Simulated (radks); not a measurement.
Valence configurations of Nb2+ (all share [Kr]). All-electron calculation, Dirac Kohn-Sham, LDA (Slater exchange, Perdew-Wang correlation), spin-unpolarised, spherical densities, point nucleus; open shells fill j = l - 1/2 first. Program: a radial shooting solver on a logarithmic mesh with Libxc functionals. Energies are relative to 4d3; eigenvalues in eV.

| valence | E (eV) | e(4d3/2) | e(5p1/2) | e(5s1/2) |
|---|---|---|---|---|
| 4d3 | 0.000 | -19.380 | - | - |
| 4d2.5 5s0.5 | 1.245 | -20.731 | - | -17.951 |
| 4d2 5s1 | 2.794 | -22.113 | - | -18.688 |
| 4d2.5 5p0.5 | 3.625 | -21.185 | -13.516 | - |
| 4d1.5 5s1 5p0.5 | 7.202 | -23.977 | -14.639 | -19.694 |
| 4d2 5p1 | 7.698 | -23.003 | -14.360 | - |
| 4d0.5 5s0.5 5p2 | 20.378 | -28.181 | -16.382 | -21.841 |
| 5s1 5p2 | 23.759 | - | -16.877 | -22.497 |

NIST lists [Kr] 4d3 as the ground configuration; this level of theory agrees among the configurations tried. The energies are those of spherical spin-averaged densities, not of single terms.
